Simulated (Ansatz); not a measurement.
Worked example: In(CH3)Cl2 + C4H9O → In(CH3)Cl + C4H9ClO

Species: In(CH3)Cl2, singlet; C4H9O `[CH2]COCC`, doublet; In(CH3)Cl, doublet; C4H9ClO (2-chloroethyl ethyl ether) `CCOCCCl`, singlet. A radical takes Cl: the energy is the difference in strength between the In–Cl bond broken and the C–Cl bond made.

Shapes, held fixed at every level: PBE0-D4/def2-TZVP. Flexible molecules stand in one conformer, not always the lowest. Programs: Ansatz 0.2.0. Electronic energies: no zero-point or thermal term.

At CCSD(T)/def2-TZVPP; 1 Eh = 2625.50 kJ/mol:

| species | energy (Eh) |
| --- | --- |
| In(CH3)Cl2 | -1148.887979 |
| C4H9O | -232.593958 |
| In(CH3)Cl | -689.077563 |
| C4H9ClO | -692.396904 |

Task: Work out ΔE of the reaction at this level.

Result: 
1. Products less reactants: (-689.077563) + (-692.396904) − [(-1148.887979) + (-232.593958)] = 0.007470 Eh = +19.6 kJ/mol.

Other levels give +11.2 (B3LYP-D4/def2-TZVPP) to +54.4 kJ/mol (HF/def2-TZVPP). No measured value is set beside it here. Open shells run unrestricted. For atoms past krypton def2 sets carry core potentials with scalar relativity. Outer-core shells of In are correlated in most correlated rows, in sets that cover them unevenly.
